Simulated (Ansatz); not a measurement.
The cluster KPbBr₃. Total charge 0; singlet. Geometry B3LYP-D4/def2-SVP.

```xyz
5

K    -1.4076    0.0438   -0.3007
Pb    3.0538   -0.1767    0.4958
Br   -4.2867    0.3486   -0.4919
Br    1.5531    1.7266   -0.6487
Br    1.0874   -1.9422    0.9455
```

In the def2 sets Pb takes a core potential; there is no spin–orbit coupling. LC-ωPBE has ω = 0.4 bohr⁻¹. At PBE-D4/def2-TZVP, r2SCAN-D4/def2-TZVP an occupied level of the charge 0 singlet lies above an empty one (by up to 0.07 eV), so this SCF solution is probably not the lowest. Another isomer (singlet) lies 1.69 eV lower at PBE0-D4/def2-TZVP; other spin states weren't run for this one.

Task: Estimate the orbital energies around the gap (eV) in Ansatz with PBE-D4/def2-TZVP, r2SCAN-D4/def2-TZVP, PBE0-D4/def2-TZVP, LC-ωPBE/def2-TZVP.

Result: 
| orbital | PBE-D4/def2-TZVP | r2SCAN-D4/def2-TZVP | PBE0-D4/def2-TZVP | LC-ωPBE/def2-TZVP |
| --- | --- | --- | --- | --- |
| HOMO−5 | -7.84 | -8.26 | -9.32 | -11.98 |
| HOMO−4 | -7.83 | -8.24 | -9.23 | -11.83 |
| HOMO−3 | -7.72 | -8.14 | -9.21 | -11.63 |
| HOMO−2 | -4.86 | -4.93 | -5.46 | -8.09 |
| HOMO−1 | -4.69 | -4.76 | -5.21 | -7.84 |
| HOMO | -4.62 | -4.71 | -5.20 | -7.84 |
| LUMO | -4.69 | -4.76 | -4.47 | -2.55 |
| LUMO+1 | -3.03 | -2.89 | -2.72 | -0.90 |
| LUMO+2 | -2.83 | -2.69 | -2.52 | -0.64 |
| LUMO+3 | -1.09 | -0.50 | -0.56 | 0.69 |
| LUMO+4 | 0.16 | 0.73 | 0.70 | 2.20 |
| LUMO+5 | 0.42 | 1.08 | 0.90 | 2.42 |
